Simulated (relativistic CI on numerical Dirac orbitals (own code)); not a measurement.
**Zeeman pattern of Cs I 8761.41 Å at 0.1 T**

Problem. The line 6p 2P°_1/2 – 6d 2D_3/2 of Cs I lies at 8761.41 Å (air; NIST Handbook). Calculate its Zeeman pattern at B = 0.1 T, seen across the field, in LS coupling, and compare it with the Doppler width at an assumed gas temperature of 600 K.

Working.
1. Landé factors g = 3/2 + [S(S + 1) − L(L + 1)]/[2J(J + 1)]: lower 0.6667, upper 0.8000.
2. The unit is μB B/hc = 0.46686 × 0.1 = 0.0467 cm⁻¹, or 35.8 mÅ at this wavelength. A component is shifted by g_u m_u − g_l m_l units. Seen across the field, the strengths for lower J and m are (J + 1)² − m² (π) and ¼(J + m + 1)(J + m + 2) (σ).
3. π components (Δm = 0), symmetric about zero, as shift (strength, strongest of all = 100): ±0.067 (100).
4. σ components with Δm = +1, mirrored for −1: 0.733 (25), 0.867 (75).
5. The centre of the σ group lies at ḡ = 0.833 units, 29.9 mÅ from the line centre.
6. The Doppler width is 7.16 × 10⁻⁷ λ √(T/M) = 13.3 mÅ (FWHM, M = 133), so the sum of Gaussians shows separate peaks away from the centre.

Check. A relativistic CI calculation gives g = 0.6659 and 0.7995 for the two levels. The nearest fine-structure partner lies 43 cm⁻¹ away, 918 Zeeman units, so the weak-field formulas hold; hyperfine structure, which matters at weak fields for isotopes with nuclear spin, is neglected.
